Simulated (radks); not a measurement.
Values are calculated unless marked as measured or tabulated.
Q: These are the eigenvalues of the occupied orbitals of an atom or ion with whole-number occupations (hartree). Level of theory: scalar-relativistic Kohn-Sham, BLYP, spin-polarised, spherical densities, finite nucleus; Fermi nuclear charge, rms radius of each element as measured or else 0.836 A^(1/3) + 0.57 fm (a radial shooting solver on a logarithmic mesh with Libxc functionals).

orbital  eigenvalue
1s up     -10.05486
1s down   -10.02751
2s up      -0.52863
2s down    -0.43678
2p up      -0.21752

Which element is it, and in what charge state? The configuration may be excited. Open shells, if any, are filled with parallel spins first.

A: Z = 6, carbon, charge 0: C in [He] 2s2 2p2. The list shows which subshells hold electrons but not how many an open one holds; the 1s level, -10.055 hartree, gives Z - s = 4.5 by -(Z - s)^2/2, which with screening and relativity narrows Z to a few neighbours, and the depths of the outer levels then fix element, charge and occupations together.
